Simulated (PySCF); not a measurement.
**Worked example: chemical shift, span and skew from a shielding tensor**

B(SiH3)3 (BH9Si3), SMILES [SiH3]B([SiH3])[SiH3]. Atoms are numbered in the order given.

```xyz
13

B      0.0409    -0.0170     0.0000
Si    -0.0059     1.9895     0.0000
H     -0.6328     2.5936     1.2175
H      1.4510     2.3643     0.0000
H     -0.6328     2.5936    -1.2175
Si     0.0057    -0.9947     1.7529
H     -1.4613    -1.1716     2.0328
H      0.6374    -2.3508     1.7294
H      0.5903    -0.2106     2.8863
Si     0.0057    -0.9947    -1.7529
H      0.6374    -2.3508    -1.7294
H     -1.4613    -1.1716    -2.0328
H      0.5903    -0.2106    -2.8863
```

The structure is a stationary point at PBE0-D3(BJ)/def2-SVP.

GIAO shieldings from B3LYP/pcSseg-1 run with PySCF, non-relativistic, no solvent. The symmetric part of the tensor of Si2 has the principal values 390.0, 429.4, 459.4 ppm. The same nucleus in TMS has σ = 338.7 ppm at this level (PySCF, at its B3LYP-D3(BJ)/def2-TZVP geometry).

**Question.** Work out the isotropic shielding, the ²⁹Si shift against TMS, the span and the skew.

**Answer.** 
σ(iso) = (σ11 + σ22 + σ33)/3 = 426.3 ppm. δ = σ(ref) − σ(iso) = 338.7 − (426.3) = -87.6 ppm.
Span Ω = σ33 − σ11 = 69.4 ppm. Skew κ = 3(σ(iso) − σ22)/Ω = -0.14. Tumbling in solution averages the tensor to δ; in a static solid the shielding alone would spread this spin-1/2 line over Ω.
